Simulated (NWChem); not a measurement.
C$_{2}$H$_{2}$N$_{2}$O; SMILES c1ocnn1

Results from NWChem. Coordinates come from a PBE0/def2-SVP optimisation. Level: B3LYP/def2-SVP with SMD (1 M gas to 1 M solution), gas-phase geometry.

Predict the results for solvent acetone. Quantities: solvation free energy (kcal/mol); cavity-dispersion-structure term (kcal/mol); dipole in solution (D).

The solvation free energy (kcal/mol) is -6.1, the cavity-dispersion-structure term (kcal/mol) is 2.1 and the dipole in solution (D) is 4.04.
